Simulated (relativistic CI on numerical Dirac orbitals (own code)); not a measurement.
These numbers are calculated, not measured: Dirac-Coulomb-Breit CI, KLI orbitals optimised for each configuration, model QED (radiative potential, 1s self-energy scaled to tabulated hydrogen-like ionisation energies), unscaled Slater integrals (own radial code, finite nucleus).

Configuration list (outside the closed core 1s2): 2s²2p⁵, 2s2p⁶, 2p⁶3s, 2s²2p⁴3s, 2p⁶3p, 2p⁶3d, 2s²2p⁴3p, 2s²2p⁴3d, 2s2p⁵3s, 2s2p⁵3p, 2s2p⁵3d, 2s²2p⁴4s, 2s²2p⁴4p, 2s²2p⁴4d, 2s²2p⁴4f, 2s2p⁵4s, 2s²2p³3s², 2s²2p⁴5s, 2s²2p⁴5p, 2s2p⁵4p, 2s²2p⁴5d, 2s²2p⁴5f, 2s²2p⁴5g, 2s²2p³3s3p, 2s2p⁵4d, 2s2p⁵4f, 2s²2p³3p², 2s²2p³3s3d, 2s²2p³3p3d, 2s2p⁴3s², 2s2p⁴3s3p, 2s²2p³3d², 2s2p⁵5s, 2s2p⁵5p, 2s2p⁵5d, 2s2p⁵5f. Levels of other configurations are missing.

At this charge energies of transitions that change n are usually good to better than 1 %, and those within a shell (Δn = 0) to a few per cent.

Outline of the computed level scheme of Mn XVII. Lowest level of each configuration: 2s²2p⁵ ²P°3/2 at 0.000 eV; 2s2p⁶ ²S1/2 at 125.965 eV; 2s²2p⁴3s ⁴P5/2 at 696.221 eV; 2s²2p⁴3p ⁴P°3/2 at 724.930 eV; 2s²2p⁴3d ⁴D7/2 at 764.390 eV.

Some strong electric-dipole decays among the lowest 45 levels: 2s²2p⁴3d ⁴F5/2 → 2s²2p⁵ ²P°3/2 (3.0e+12 s⁻¹); 2s²2p⁴3d ⁴P3/2 → 2s²2p⁵ ²P°3/2 (2.4e+12 s⁻¹); 2s²2p⁴3d ⁴P1/2 → 2s²2p⁵ ²P°3/2 (1.8e+12 s⁻¹); 2s²2p⁴3s ²P3/2 → 2s²2p⁵ ²P°3/2 (1.3e+12 s⁻¹); 2s²2p⁴3s ²P1/2 → 2s²2p⁵ ²P°1/2 (1.2e+12 s⁻¹); 2s²2p⁴3s ²P1/2 → 2s²2p⁵ ²P°3/2 (1.1e+12 s⁻¹); 2s²2p⁴3s ²D3/2 → 2s²2p⁵ ²P°1/2 (1.0e+12 s⁻¹); 2s²2p⁴3s ²D5/2 → 2s²2p⁵ ²P°3/2 (8.8e+11 s⁻¹).

LS names give the leading component of a level, which can be under half, so a name can repeat, a term be missing and a line seem to break the LS rules.
